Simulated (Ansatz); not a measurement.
Ansatz (a quantum-chemistry and plane-wave program) input (PBE/6-311+G**): The .json file is the Basis Set Exchange's 6-311+G**.

Ansatz 0.2 input:
```yaml
crystal:
  periodic: [false, false, false]
  atoms:
    - {symbol: C, position_ang: [2.30711800, -0.42583700, 0.21885300]}
    - {symbol: Si, position_ang: [1.11193300, 0.39909600, -0.95499700]}
    - {symbol: C, position_ang: [-0.41974500, 1.03025900, -0.02176400]}
    - {symbol: C, position_ang: [-1.17981400, -0.11148800, 0.59317300]}
    - {symbol: C, position_ang: [-2.33116600, -0.67149700, -0.21149600]}
    - {symbol: O, position_ang: [-0.86475300, -0.58060700, 1.66607400]}
    - {symbol: H, position_ang: [3.15456500, -0.85353700, -0.31999700]}
    - {symbol: H, position_ang: [2.69229800, 0.29216200, 0.94528300]}
    - {symbol: H, position_ang: [1.80839700, -1.22277900, 0.77240800]}
    - {symbol: H, position_ang: [1.73716900, 1.56140100, -1.63298100]}
    - {symbol: H, position_ang: [0.65990600, -0.55396400, -2.00069300]}
    - {symbol: H, position_ang: [-1.03743900, 1.59967700, -0.71905900]}
    - {symbol: H, position_ang: [-0.06282900, 1.69124700, 0.77027200]}
    - {symbol: H, position_ang: [-3.13678400, 0.06648100, -0.25479900]}
    - {symbol: H, position_ang: [-2.70066200, -1.58454300, 0.24915600]}
    - {symbol: H, position_ang: [-2.02201400, -0.86724900, -1.24082400]}
basis:
  gaussian:
    orbitals: 6-311+G__.json
hamiltonian:
  xc: {name: PBE}
output: {forces: true}
```

Output:

```
Functional definition: PBE
integrals: 0.17 GiB planned
1586 factors; their error is unknown
mean field: 0.96 GiB planned
mean field evaluation 1: about -14204.0280 eV, gradient 9.9e1 eV
mean field evaluation 2: about -14129.3711 eV, gradient 1.7e2 eV
mean field evaluation 4: about -14225.4574 eV, gradient 1.3e1 eV
mean field evaluation 8: about -14226.0302 eV, gradient 3.5e-1 eV
mean field evaluation 16: about -14225.9843 eV, gradient 1.3e-3 eV
mean field -14225.98431640 eV, -522.7952809093 hartree, gradient 3.6e-5 eV, S^2 0.000000; 0 other end points of the search recorded, 0 dependent functions left out
the calculation of the forces begins
reference -14225.98440661 eV, -522.7952842242 hartree; 28, 28 occupied and 173, 173 virtual orbitals, 1586 factors
Total energy: -14225.98440661 eV, -522.7952842242 hartree
Atom 0 at     2.307118    -0.425837     0.218853 Å, force    -0.029088     0.035506    -0.054925 eV/Å
Atom 1 at     1.111933     0.399096    -0.954997 Å, force     0.030497    -0.009343     0.074492 eV/Å
Atom 2 at    -0.419745     1.030259    -0.021764 Å, force    -0.059947    -0.064295    -0.023083 eV/Å
Atom 3 at    -1.179814    -0.111488     0.593173 Å, force    -0.207673     0.251298    -0.675600 eV/Å
Atom 4 at    -2.331166    -0.671497    -0.211496 Å, force     0.088757     0.052283     0.036313 eV/Å
Atom 5 at    -0.864753    -0.580607     1.666074 Å, force     0.271366    -0.417070     0.994516 eV/Å
Atom 6 at     3.154565    -0.853537    -0.319997 Å, force     0.235115    -0.120911    -0.144464 eV/Å
Atom 7 at     2.692298     0.292162     0.945283 Å, force     0.113550     0.190591     0.203628 eV/Å
Atom 8 at     1.808397    -1.222779     0.772408 Å, force    -0.128367    -0.230064     0.163768 eV/Å
Atom 9 at     1.737169     1.561401    -1.632981 Å, force     0.129895     0.247953    -0.149701 eV/Å
Atom 10 at     0.659906    -0.553964    -2.000693 Å, force    -0.097339    -0.196206    -0.229445 eV/Å
Atom 11 at    -1.037439     1.599677    -0.719059 Å, force    -0.164735     0.184352    -0.223139 eV/Å
Atom 12 at    -0.062829     1.691247     0.770272 Å, force     0.115177     0.198229     0.228214 eV/Å
Atom 13 at    -3.136784     0.066481    -0.254799 Å, force    -0.244232     0.199777    -0.024243 eV/Å
Atom 14 at    -2.700662    -1.584543     0.249156 Å, force    -0.115673    -0.265661     0.133829 eV/Å
Atom 15 at    -2.022014    -0.867249    -1.240824 Å, force     0.062695    -0.056439    -0.310160 eV/Å
Dipole moment:    -0.047167     0.213446    -0.419320 e Å
```

The geometry given is a B3LYP-D3(BJ)/def2-TZVP minimum.
